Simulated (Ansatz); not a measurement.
ClFH$_{2}$OSiSn (`F[Si@H]1[O][Sn@H]1[Cl]`), relaxed with RKS PBE0-D4/def2-TZVP in the Gaussian-basis code of Ansatz from a PBE-D4/def2-SVP geometry. The force threshold is 0.005 eV/Å; the program also tests the step.

Total charge 0; spin multiplicity 1. Sn: def2 effective core potential.

Start:

```xyz
7

F     1.026   -0.375    2.182
Si    0.065   -0.876    0.971
O    -1.204    0.011    0.510
Sn    0.223    0.427   -1.214
Cl    0.754    2.740   -0.964
H     0.041   -2.369    1.055
H    -0.906    0.443   -2.541
```

(1) By how much does the energy fall, and how many steps does the optimiser take? (An estimate is asked.)

(2) Which bonds change most? (Estimate.)

(3) Give the relaxed structure. (Estimate.)

Results:

(1) The calculation gave: 12.49 kJ/mol, in 7 steps, 1 of them rejected.

(2) The calculation gave: O3–Sn4 from 2.276 to 2.169 Å; Si2–Sn4 from 2.549 to 2.486 Å; Sn4–Cl5 from 2.387 to 2.333 Å; F1–Si2 from 1.625 to 1.580 Å.

(3) Computed: 
```xyz
7

F     1.012   -0.395    2.152
Si    0.095   -0.859    0.952
O    -1.140    0.034    0.509
Sn    0.173    0.432   -1.171
Cl    0.710    2.692   -0.952
H     0.009   -2.330    1.041
H    -0.858    0.425   -2.532
```
